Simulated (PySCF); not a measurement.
# Calculated properties of `COCCO[SiH2]C#N`

Species: C4H9NO2Si.
Bonds: C1–O2, O2–C3, C3–C4, C4–O5, O5–Si6, Si6–C7, C7–N8 (triple). Hydrogens: H9, H10, H11 on C1; H12, H13 on C3; H14, H15 on C4; H16, H17 on Si6.

Structural features include: cyano group on a heteroatom, ether, Si–H bond and C–Si bond.

**GFN2-xTB geometry**

```yaml
Point_group_of_the_GFN2-xTB_geometry: C1
Rotational_constants_A_B_C_of_the_GFN2-xTB_geometry: 1.972, 1.551, 1.063 GHz
```

**wB97X-D/def2-SVPD ground state and vertical TDDFT (core frozen in the response) (PySCF)**

```yaml
Dipole_moment: 4.92 D
HOMO_energy: -10.20 eV
LUMO_energy: 1.32 eV
HOMO–LUMO_gap: 11.52 eV
Lowest_singlet_excitation: 7.02 eV (177 nm, f = 0.002)
Strongest_line_among_the_8_lowest_singlet_transitions: S7 at 7.98 eV (155 nm, f = 0.066)
Lowest_triplet_excitation_Tamm–Dancoff: 6.08 eV
Static_isotropic_polarisability: 82.7 au
Electronic_spatial_extent_⟨r²⟩_about_the_centre_of_nuclear_charge: 1193 bohr²
```

From PBE0/pcSseg-1 ground state and GIAO shieldings, non-relativistic (PySCF):

```yaml
Lowest_Hirshfeld_atomic_charge: -0.22 e on O5
Highest_Hirshfeld_atomic_charge: +0.41 e on Si6
13C_chemical_shifts_computed_TMS_as_zero_by_class: 126.4 (C7), 76.4 (C3), 65.8 (C4), 59.0 (C1) ppm
1H_chemical_shifts_computed_TMS_as_zero_by_class: 4.74 (H16/H17), 4.18 (H14/H15), 3.67 (H9/H10/H11), 3.58 (H12/H13) ppm
Isotropic_shieldings_of_nuclei_other_than_C_and_H_by_class: -83 (N8), 306 (O2), 314 (O5), 414 (Si6) ppm
Mayer_bond_orders_between_heavy_atoms: C1–O2 0.90, O2–C3 0.90, C3–C4 1.05, C4–O5 0.88, O5–Si6 1.00, Si6–C7 0.79, C7–N8 2.94
```

Monoisotopic mass from the formula: 131.0403 u.

The dipole equals about 16.4 × 10⁻³⁰ C·m (1 D = 3.33564 × 10⁻³⁰ C·m). S1 lies 4.50 eV below the HOMO–LUMO gap. The 8 singlets span 7.02 to 8.24 eV, and their oscillator strengths add up to 0.11. The largest Löwdin shares of the HOMO are 0.50 on O2, 0.08 on C3, 0.08 on C1 and 0.05 on O5. The principal polarisabilities are 75.0, 83.7 and 89.4 au; their mean is the isotropic value. The vertical singlet–triplet gap S1 − T1 is 0.94 eV (TDDFT singlet less Tamm–Dancoff triplet).

The structure is a single GFN2-xTB conformer in the gas phase; no vibrational or solvent corrections. NMR classes are plain means over equivalent atoms (diastereotopic ones count apart unless rotation or inversion swaps them), as if these changed places fast; in this geometry the members of some classes differ.

Conformer computed: `[CH3:1][O:2][CH2:3][CH2:4][O:5][SiH2:6][C:7]#[N:8]`: C1–O2–C3–C4 174°, O2–C3–C4–O5 -58°, C3–C4–O5–Si6 36°, C4–O5–Si6–C7 56°.
